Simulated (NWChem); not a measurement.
Molecule: CH₅FSn; SMILES [CH3][SnH2][F]

```xyz
8

Sn     0.3000     0.0349     0.0000
C     -0.9488    -1.6996    -0.0001
F     -0.9186     1.5561     0.0000
H      1.2281     0.2247     1.4291
H      1.2298     0.2255    -1.4279
H     -1.5559    -1.7183    -0.9155
H     -0.3317    -2.6087     0.0421
H     -1.6131    -1.6743     0.8745
```
Atoms are numbered in this order, from 1.

Computed with NWChem. Geometry: optimised at PBE0/def2-SVP. def2 effective core potentials on Sn; no spin-orbit coupling. Ions are spin-unrestricted doublets at the neutral geometry; other ion states weren't tried. Functional: LC-ωPBE (HJS hole) with def2-SVP; rows give the range parameter ω in 1/bohr.

| range parameter (1/bohr) | vertical ionisation energy, ΔSCF (eV) | −ε(HOMO) (eV) | ΔSCF minus −ε(HOMO) (eV) |
|---|---|---|---|
| 0.15 | 10.52 | 9.23 | 1.29 |
| 0.20 | 10.65 | 9.78 | 0.87 |
| 0.30 | 11.37 | 10.66 | 0.71 |
| 0.35 | 11.53 | 11.01 | 0.52 |
| 0.50 | 11.88 | 11.74 | 0.14 |
